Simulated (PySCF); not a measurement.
H₃O, SMILES [OH3+], charge +1.

Geometry: PBE0-D3(BJ)/def2-TZVPD. The isomer is the one that the SMILES or the coordinates give; other isomers of the formula were not compared.

Vertical ionisation energy (IE) and electron affinity (EA) in eV. Rows of orbital energies are one-electron estimates. Where ΔSCF, EOM or ADC give a negative EA the extra electron is unbound and the value depends on the basis.

```tsv
level	IE	EA
−ε(HOMO), −ε(LUMO), HF/def2-TZVPD (PySCF)	25.95	4.50
−ε(HOMO), −ε(LUMO), M06-2X/def2-TZVPD (PySCF)	?	?
EOM-CCSD/aug-cc-pVDZ (PySCF)	24.38	5.20
ADC(2)/aug-cc-pVDZ (PySCF)	23.43	5.20
```

Q: What belongs in the gaps? (An estimate is asked for; the answer gives what the named calculation found.)

A: 
- −ε(HOMO), −ε(LUMO), M06-2X/def2-TZVPD (PySCF), IE: 22.72
- −ε(HOMO), −ε(LUMO), M06-2X/def2-TZVPD (PySCF), EA: 6.57

Q: Give the lowest 1s main lines (those of the lightest heavy element) from CVS-ADC(2)-x/aug-cc-pVDZ (PySCF, non-relativistic), with pole strengths. (Estimate from the structure and the level; the computed values follow.)

A: 553.1 eV (1.59).

Q: Beyond the first one, list the lowest photoelectron lines from PySCF 2.14.0 with ADC(2)/aug-cc-pVDZ with their pole strengths (two spins summed). (An estimate is asked for; the answer gives what the named calculation found.)

A: 29.33 eV (1.84), 29.33 eV (1.84), 44.72 eV (1.68).
